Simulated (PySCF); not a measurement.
Runs that did not reach their result, on `C#CC#CCC(F)F` (driver script around PySCF, density fitting, GFN2-xTB geometry as the base; each input is a line of settings and coordinates in Å).

Command:
```bash
OMP_NUM_THREADS=1 python probes_run.py task.json out
```
Input:
```
{"job": {"kind": "j", "xc": "wB97X", "basis": "aug-pcSseg-1", "scf": {"max_cycle": 51}}, "charge": 0, "multiplicity": 3}
C      3.818071     0.615650     0.529175
C      2.684473     0.292295     0.284264
C      1.402977    -0.068971     0.011516
C      0.271981    -0.408152    -0.233787
C     -1.093467    -0.785242    -0.518007
C     -2.069595     0.284988    -0.034328
F     -3.343586    -0.174528    -0.112879
F     -2.017071     1.383589    -0.822673
H      4.806082     0.896019     0.739095
H     -1.339835    -1.723250    -0.011577
H     -1.230349    -0.918747    -1.595599
H     -1.888482     0.605665     1.003549
```

Output:
```
NotImplementedError: this response code serves closed shells only; the SCF ended at -430.30907139 Eh with <S^2> = 2.0098
```

The run took 2.0 min on one thread of an Arm Neoverse V1 (shared host), and the process peaked at 0.97 GiB of memory.

Q: Diagnose the run.

A: Multiplicity 3 makes an open shell, and the driver's response routines handle closed shells alone; the run stopped after the SCF. Use an unrestricted response code, or restore the closed-shell charge and spin. The SCF energy in the message belongs to the altered spin state, and the message doesn't say whether it converged.

Input:
```
{"job": {"kind": "j", "xc": "B3LPY", "basis": "6-31G", "scf": {"level_shift": 0.9, "max_cycle": 95}}, "charge": 0, "multiplicity": 1}
(coordinates as above)
```

Output:
```
KeyError: "LibXCFunctional: name 'B3LPY' not found."
```

Q: Diagnose the run.

A: The functional name B3LPY isn't known to the program. Correct the name (B3LYP). The run gave no result.

Input:
```
{"job": {"kind": "j", "xc": "PBE0", "basis": "STO-3G", "scf": {"max_cycle": 58}}, "charge": 0, "multiplicity": 5}
(coordinates as above)
```

Output:
```
NotImplementedError: this response code serves closed shells only; the SCF ended at -424.06938026 Eh with <S^2> = 6.0151
```

Hardware: an Arm Neoverse V1 with one thread (shared host). Cost: 3.8 s of wall time, 0.35 GiB resident at most.

Q: Diagnose the run.

A: Multiplicity 5 makes an open shell, and the driver's response routines handle closed shells alone; the run stopped after the SCF. Use an unrestricted response code, or restore the closed-shell charge and spin. The SCF energy in the message belongs to the altered spin state, and the message doesn't say whether it converged.

Conformer computed: `[CH:1]#[C:2][C:3]#[C:4][CH2:5][CH:6]([F:7])[F:8]`: C4–C5–C6–F7 -170°.
